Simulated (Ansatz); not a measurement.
Cost and result up the ladder for Li8H8 (16 atoms). Charge 0, multiplicity 1. Geometry: r2SCAN-D4/def2-SVP.

```xyz
16

Li    0.174   -0.228    2.635
Li   -0.193    1.884    0.598
Li    1.984   -0.096    0.061
Li    1.267    1.068   -2.069
Li   -2.008    0.479    1.664
Li    0.566   -1.317   -2.230
Li   -1.415    0.017   -1.395
Li   -0.376   -1.806    0.736
H     2.105   -0.551   -1.700
H    -0.708   -1.672   -1.010
H    -1.362   -1.138    2.116
H    -0.530    1.397    2.322
H    -1.771    1.084   -0.014
H     1.191   -1.006    1.371
H     1.288    1.593   -0.348
H    -0.213    0.294   -2.737
```

Ansatz on 4 threads of Arm Neoverse V2 on a shared host. Times are rough, and most runs start from the orbitals of an earlier one. ωB97M-V/def2-TZVP serves as the yardstick here, not as an exact answer. Differences are given only for rows in sets of like size (and for xTB, whose basis is part of the method), since another set adds its own error. Binding counts from free atoms at the same level (Li doublet, H doublet; other spins of the atoms weren't run), without zero-point energy or a counterpoise term.

B3LYP takes the VWN-RPA correlation. The structure comes from a short search, and lower isomers may exist.

```
                          level  functions  binding energy per atom (eV)  difference from ωB97M-V/def2-TZVP (eV)
           r2SCAN0-D4/def2-TZVP        160                          2.10                                   -0.10
          LDA (SPW92)/def2-TZVP        160                          2.27                                    0.07
                       HF/6-31G         88                          1.54                                       –
              PBE-D4/def2-TZVPD        208                          2.07                                   -0.12
              ωB97X-V/def2-TZVP        160                          2.14                                   -0.06
           r2SCAN-D4/def2-TZVPD        208                          2.11                                   -0.09
                PBE-D4/def2-SVP        112                          2.10                                       –
             PBE0-D4/def2-TZVPD        208                          2.07                                   -0.13
         CAM-B3LYP-D4/def2-TZVP        160                          2.18                                   -0.02
PBE0-D4/def2-TZVP (with forces)        160                          2.06                                   -0.14
            r2SCAN-D4/def2-TZVP        160                          2.09                                   -0.10
                 B3LYP-D4/6-31G         88                          2.13                                       –
              ωB97M-V/def2-TZVP        160                          2.20                                    0.00
               PBE0-D4/def2-SVP        112                          2.09                                       –
```

Problem. Estimate how long each takes.

Solution. HF/6-31G 0.45 s; LDA (SPW92)/def2-TZVP 0.95 s; B3LYP-D4/6-31G 1.3 s; PBE-D4/def2-SVP 1.4 s; PBE0-D4/def2-SVP 1.4 s; CAM-B3LYP-D4/def2-TZVP 1.8 s; PBE0-D4/def2-TZVP (with forces) 2.3 s; PBE-D4/def2-TZVPD 2.5 s; PBE0-D4/def2-TZVPD 2.9 s; r2SCAN-D4/def2-TZVP 3 s; r2SCAN0-D4/def2-TZVP 3 s; r2SCAN-D4/def2-TZVPD 4.7 s; ωB97X-V/def2-TZVP 6.5 s; ωB97M-V/def2-TZVP 7 s. On shared hardware such times vary by a factor of up to 3.
